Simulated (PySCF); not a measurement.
Ga(Me)2(SH) (C2H7GaS), SMILES [CH3][Ga]([CH3])[SH]. Atoms are numbered in the order given.

```xyz
11

Ga    -0.2416     0.1951    -0.0699
C     -2.0317    -0.6164    -0.2756
H     -2.0237    -1.6881    -0.0296
H     -2.3771    -0.4987    -1.3161
H     -2.7624    -0.1076     0.3737
C      0.2034     2.1165    -0.2274
H      1.2809     2.2776    -0.3792
H     -0.0943     2.6357     0.6992
H     -0.3487     2.5802    -1.0601
S      1.3999    -1.2455     0.4039
H      2.3855    -0.3187     0.4356
```

Geometry: B3LYP-D3(BJ)/def2-SVP. The structure was generated by enumeration; whether it is a known compound was not checked. The values are those of a single conformer.

Method: B3LYP/pcSseg-1 in PySCF.

GIAO shieldings, no solvent; atoms listed in one row are averaged. δ = σ(ref) − σ: ¹³C against TMS (σ = 181.3 ppm); ¹H against TMS (σ = 31.68 ppm); ³³S against H2S (σ = 695.8 ppm), references at their B3LYP-D3(BJ)/def2-TZVP geometries, non-relativistic.

Estimate the chemical shifts. (Estimate from the structure and the level; the computed values follow.)


```tsv
nucleus	atoms	count	δ (ppm)
¹³C	C6	1	5.1
¹³C	C2	1	1.7
¹H	H11	1	1.72
¹H	H3, H4, H5, H7, H8, H9	6	0.63
³³S	S10	1	126.9
```
